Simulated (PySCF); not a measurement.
PySCF input file for C2H6N, SMILES [CH2]CN, multiplicity 2, TDA-CAM-B3LYP/def2-SVPD. The structure is a stationary point at PBE0-D3(BJ)/def2-TZVP. The isomer is the one that the SMILES or the coordinates give; other isomers of the formula were not compared. The values are those of a single conformer.

```python
import numpy as np
from pyscf import gto, scf, dft, tdscf

mol = gto.M(
    atom='''
    C     1.23519999    0.20466073   -0.32922247
    C     0.06886232   -0.39528227    0.35071105
    N    -1.17532495    0.18933655   -0.12648626
    H     2.22607206    0.12400956    0.09853190
    H     1.12558288    0.58576519   -1.33687426
    H     0.20981009   -0.32908822    1.44317455
    H     0.02688913   -1.47504718    0.12961725
    H    -1.21298459    1.17183690    0.11565237
    H    -1.97246890   -0.25910282    0.30637050
    ''',
    basis='def2-SVPD',
    charge=0,
    spin=1,
    max_memory=1600,
    verbose=4,
)
mf = dft.UKS(mol, xc='cam-b3lyp').density_fit(auxbasis='def2-universal-jkfit')
mf.grids.level = 3
mf.conv_tol = 1e-9
mf.max_cycle = 100
mf.kernel()
fine, coarse = mf.grids, dft.Grids(mol).set(level=1).build(with_non0tab=True)
for _ in range(3):  # follow internal instabilities
    mf.grids = coarse
    mo, _, stable, _ = mf.stability(return_status=True, nroots=4)
    mf.grids = fine
    if stable:
        break
    mf.kernel(mf.make_rdm1(mo, mf.mo_occ))
mf.grids = dft.Grids(mol).set(level=1).build(with_non0tab=True)  # coarser grid for the response kernel
td = tdscf.TDA(mf)
td.nstates = 10
td.conv_tol = 1e-4
td.positive_eig_threshold = 1e-6
td.kernel(x0=td.get_init_guess(mf, 15))
td.analyze()
```

Output:

```
PySCF version 2.14.0

[INPUT] verbose = 4
[INPUT] num. atoms = 9
[INPUT] num. electrons = 25
[INPUT] charge = 0
[INPUT] spin (= nelec alpha-beta = 2S) = 1
[INPUT] symmetry False subgroup None
[INPUT] Mole.unit = angstrom
[INPUT] Symbol           X                Y                Z      unit          X                Y                Z       unit  Magmom
[INPUT]  1 C      1.235199990000   0.204660730000  -0.329222470000 AA    2.334189690166   0.386752728154  -0.622140302353 Bohr   0.0
[INPUT]  2 C      0.068862320000  -0.395282270000   0.350711050000 AA    0.130130925102  -0.746975232196   0.662747833359 Bohr   0.0
[INPUT]  3 N     -1.175324950000   0.189336550000  -0.126486260000 AA   -2.221042262868   0.357794224870  -0.239024389921 Bohr   0.0
[INPUT]  4 H      2.226072060000   0.124009560000   0.098531900000 AA    4.206666526946   0.234344105228   0.186198305533 Bohr   0.0
[INPUT]  5 H      1.125582880000   0.585765190000  -1.336874260000 AA    2.127043373699   1.106935782404  -2.526326214381 Bohr   0.0
[INPUT]  6 H      0.209810090000  -0.329088220000   1.443174550000 AA    0.396483608270  -0.621886606621   2.727204649442 Bohr   0.0
[INPUT]  7 H      0.026889130000  -1.475047180000   0.129617250000 AA    0.050813091428  -2.787435191012   0.244941103519 Bohr   0.0
[INPUT]  8 H     -1.212984590000   1.171836900000   0.115652370000 AA   -2.292208668418   2.214450803659   0.218551304957 Bohr   0.0
[INPUT]  9 H     -1.972468900000  -0.259102820000   0.306370500000 AA   -3.727426010222  -0.489633367902   0.578956337646 Bohr   0.0

nuclear repulsion = 76.5377457401214
number of shells = 48
number of NR pGTOs = 150
number of NR cGTOs = 108
basis = def2-SVPD
ecp = {}


[settings echo left out]
init E= -134.449381733273
  alpha nocc = 13  HOMO = -0.167727899516595  LUMO = 0.0276751965653474
  beta  nocc = 12  HOMO = -0.299239493560187  LUMO = -0.167727899516596

WARN: HOMO -0.167727899516595 >= LUMO -0.167727899516596

cycle= 1 E= -134.31356073594  delta_E= 0.136  |g|= 0.214  |ddm|= 2.74
  alpha nocc = 13  HOMO = -0.239322311235596  LUMO = 0.0598014742996167
  beta  nocc = 12  HOMO = -0.252368414895579  LUMO = 0.002864791157557
  HOMO = -0.239322311236  LUMO = 0.00286479115756  gap/eV = 6.59025
cycle= 2 E= -134.320470340032  delta_E= -0.00691  |g|= 0.209  |ddm|= 1.36
  alpha nocc = 13  HOMO = -0.264455692680934  LUMO = 0.0568704365809731
  beta  nocc = 12  HOMO = -0.315293792100335  LUMO = -0.0129296866432762
  HOMO = -0.264455692681  LUMO = -0.0129296866433  gap/eV = 6.84437
cycle= 3 E= -134.339055742615  delta_E= -0.0186  |g|= 0.0256  |ddm|= 0.581
  alpha nocc = 13  HOMO = -0.270560014705777  LUMO = 0.0582510278017976
  beta  nocc = 12  HOMO = -0.310093363153436  LUMO = -0.013148375490704
  HOMO = -0.270560014706  LUMO = -0.0131483754907  gap/eV = 7.00453
cycle= 4 E= -134.339496994148  delta_E= -0.000441  |g|= 0.0102  |ddm|= 0.087
  alpha nocc = 13  HOMO = -0.268441340941842  LUMO = 0.0583827758996018
  beta  nocc = 12  HOMO = -0.310995181604716  LUMO = -0.00901615756982066
  HOMO = -0.268441340942  LUMO = -0.00901615756982  gap/eV = 7.05932
cycle= 5 E= -134.339583484428  delta_E= -8.65e-05  |g|= 0.00359  |ddm|= 0.0274
  alpha nocc = 13  HOMO = -0.269952175669703  LUMO = 0.0583257441305292
  beta  nocc = 12  HOMO = -0.310868988875869  LUMO = -0.00955458518127195
  HOMO = -0.26995217567  LUMO = -0.00955458518127  gap/eV = 7.08578
cycle= 6 E= -134.339598845446  delta_E= -1.54e-05  |g|= 0.00113  |ddm|= 0.0136
  alpha nocc = 13  HOMO = -0.269933579251615  LUMO = 0.0583899299635222
  beta  nocc = 12  HOMO = -0.310822227839107  LUMO = -0.00918016825483248
  HOMO = -0.269933579252  LUMO = -0.00918016825483  gap/eV = 7.09546
cycle= 7 E= -134.339601294023  delta_E= -2.45e-06  |g|= 0.000261  |ddm|= 0.00486
  alpha nocc = 13  HOMO = -0.269979565300279  LUMO = 0.0583835109773982
  beta  nocc = 12  HOMO = -0.310838252980675  LUMO = -0.00919865915148366
  HOMO = -0.2699795653  LUMO = -0.00919865915148  gap/eV = 7.09621
cycle= 8 E= -134.339601391831  delta_E= -9.78e-08  |g|= 8.82e-05  |ddm|= 0.0011
  alpha nocc = 13  HOMO = -0.269971129321128  LUMO = 0.058388101815281
  beta  nocc = 12  HOMO = -0.3108277784292  LUMO = -0.00919535694102702
  HOMO = -0.269971129321  LUMO = -0.00919535694103  gap/eV = 7.09607
cycle= 9 E= -134.339601401  delta_E= -9.17e-09  |g|= 3.7e-05  |ddm|= 0.000449
  alpha nocc = 13  HOMO = -0.2699716557068  LUMO = 0.0583866016950441
  beta  nocc = 12  HOMO = -0.310831693424278  LUMO = -0.00919805465765489
  HOMO = -0.269971655707  LUMO = -0.00919805465765  gap/eV = 7.09601
cycle= 10 E= -134.339601402199  delta_E= -1.2e-09  |g|= 1.53e-05  |ddm|= 0.000129
  alpha nocc = 13  HOMO = -0.269970819951957  LUMO = 0.058387011904343
  beta  nocc = 12  HOMO = -0.310831230844588  LUMO = -0.00919848710539961
  HOMO = -0.269970819952  LUMO = -0.0091984871054  gap/eV = 7.09598
cycle= 11 E= -134.339601402436  delta_E= -2.37e-10  |g|= 3.93e-06  |ddm|= 5.81e-05
  alpha nocc = 13  HOMO = -0.269970370595978  LUMO = 0.0583870371588562
  beta  nocc = 12  HOMO = -0.310829794270608  LUMO = -0.00919800189975462
  HOMO = -0.269970370596  LUMO = -0.00919800189975  gap/eV = 7.09598
Extra cycle  E= -134.33960140245  delta_E= -1.42e-11  |g|= 3.04e-06  |ddm|= 2.55e-05
converged SCF energy = -134.33960140245  <S^2> = 0.7540983  2S+1 = 2.0040941
tot grids = 30312
uhf_internal: lowest eigs of H = [0.3315218  0.40710697 0.44026542 0.4646922 ]
<class 'pyscf.df.df_jk.DFUKS'> wavefunction is stable in the internal stability analysis
tot grids = 30312
Overwritten attributes  positive_eig_threshold  of <class 'pyscf.tdscf.uks.TDA'>


******** <class 'pyscf.tdscf.uks.TDA'> for <class 'pyscf.df.df_jk.DFUKS'> ********
nstates = 10
deg_eia_thresh = 1.000e-03
wfnsym = None
conv_tol = 0.0001
eigh lindep = 1e-12
eigh level_shift = 0
eigh max_cycle = 100


Excitation energies (eV)
[4.55333016 5.58479885 6.16862614 6.38355071 6.60750409 6.67540469
 6.80471166 6.97797838 7.37125454 7.57383345]

** Excitation energies and oscillator strengths **
Excited State   1:      4.55333 eV    272.29 nm  f=0.0052
      12b ->   13b     -0.98824
Excited State   2:      5.58480 eV    222.00 nm  f=0.0151
      12a ->   15a     -0.10579
      13a ->   14a     -0.91752
      13a ->   15a     -0.33017
Excited State   3:      6.16863 eV    200.99 nm  f=0.0068
      12a ->   14a     -0.53285
      12a ->   15a      0.10201
      12a ->   16a     -0.17972
      13a ->   14a      0.16552
      13a ->   15a     -0.65336
      12b ->   14b      0.37434
      12b ->   15b     -0.11418
      12b ->   16b      0.13958
Excited State   4:      6.38355 eV    194.22 nm  f=0.0055
      12a ->   14a      0.10804
      13a ->   14a      0.23472
      13a ->   15a     -0.54819
      13a ->   16a     -0.13323
      12b ->   14b     -0.67625
      12b ->   15b      0.19973
      12b ->   16b     -0.24219
Excited State   5:      6.60750 eV    187.64 nm  f=0.0137
      12a ->   14a     -0.52846
      12a ->   15a      0.18105
      12a ->   16a     -0.18026
      13a ->   15a      0.23516
      13a ->   16a      0.35643
      13a ->   19a     -0.10648
      10b ->   13b      0.51963
      12b ->   14b     -0.35585
Excited State   6:      6.67540 eV    185.73 nm  f=0.0044
      12a ->   14a     -0.35949
      12a ->   15a      0.11201
      12a ->   16a     -0.12611
      13a ->   15a      0.17544
      13a ->   16a      0.12644
       8b ->   13b      0.14938
      10b ->   13b     -0.75010
      11b ->   13b      0.27548
      12b ->   14b     -0.27112
Excited State   7:      6.80471 eV    182.20 nm  f=0.0022
      13a ->   16a     -0.15164
       7b ->   13b      0.12008
       9b ->   13b     -0.28409
      10b ->   13b      0.27437
      11b ->   13b      0.85412
      12b ->   14b      0.14541
Excited State   8:      6.97798 eV    177.68 nm  f=0.0098
      12a ->   14a      0.33878
      13a ->   14a      0.14861
      13a ->   15a     -0.11765
      13a ->   16a      0.85395
      13a ->   17a     -0.14838
      13a ->   18a      0.10414
      13a ->   20a     -0.10529
      11b ->   13b      0.14737
Excited State   9:      7.37125 eV    168.20 nm  f=0.0239
      12a ->   16a     -0.10191
      13a ->   17a     -0.78169
      13a ->   18a     -0.50707
      13a ->   19a      0.12883
      10b ->   13b      0.10006
      12b ->   17b     -0.10546
Excited State  10:      7.57383 eV    163.70 nm  f=0.0008
      12a ->   15a     -0.32687
      12a ->   16a     -0.25189
      12a ->   17a      0.25381
      12a ->   18a     -0.16959
      13a ->   16a     -0.11614
      13a ->   18a      0.43985
      12b ->   15b      0.31994
      12b ->   16b      0.46419
      12b ->   17b     -0.28376
      12b ->   18b      0.19834
      12b ->   20b      0.11660

** Transition electric dipole moments (AU) **
state          X           Y           Z        Dip. S.      Osc.
  1        -0.1456     -0.0839      0.1345      0.0463      0.0052
  2         0.2102     -0.2256     -0.1243      0.1105      0.0151
  3        -0.0724     -0.1965     -0.0346      0.0450      0.0068
  4        -0.1317     -0.1337      0.0043      0.0352      0.0055
  5        -0.0682      0.1900      0.2096      0.0847      0.0137
  6         0.0079      0.0865      0.1389      0.0268      0.0044
  7        -0.0455     -0.1029      0.0207      0.0131      0.0022
  8        -0.0644      0.2148      0.0847      0.0575      0.0098
  9         0.1917      0.2190     -0.2186      0.1325      0.0239
 10        -0.0440     -0.0418     -0.0203      0.0041      0.0008

** Transition velocity dipole moments (imaginary part, AU) **
state          X           Y           Z        Dip. S.      Osc.
  1        -0.0086     -0.0050      0.0118      0.0002      0.0010
  2         0.0334     -0.0599     -0.0319      0.0057      0.0186
  3        -0.0059     -0.0642     -0.0198      0.0045      0.0134
  4        -0.0177     -0.0473     -0.0016      0.0026      0.0073
  5        -0.0102      0.0492      0.0662      0.0069      0.0190
  6         0.0030      0.0332      0.0352      0.0023      0.0064
  7        -0.0078      0.0070      0.0101      0.0002      0.0006
  8        -0.0063      0.0471      0.0135      0.0024      0.0063
  9         0.0399      0.0442     -0.0436      0.0054      0.0134
 10        -0.0067     -0.0200     -0.0171      0.0007      0.0018

** Transition magnetic dipole moments (imaginary part, AU) **
state          X           Y           Z
  1         0.1390      0.0018      0.2170
  2         0.3925     -0.1294      0.3951
  3         0.0578     -0.1903      0.2609
  4        -0.2856     -0.3280      0.0907
  5        -0.5900     -0.5860      0.2974
  6         0.4286     -0.0543     -0.2803
  7        -0.4224      0.2927     -0.3972
  8        -0.0370      0.2147     -0.0648
  9         0.0200     -0.0799      0.1694
 10        -0.1750      0.1118     -0.1147
```

Self-consistency was reached.
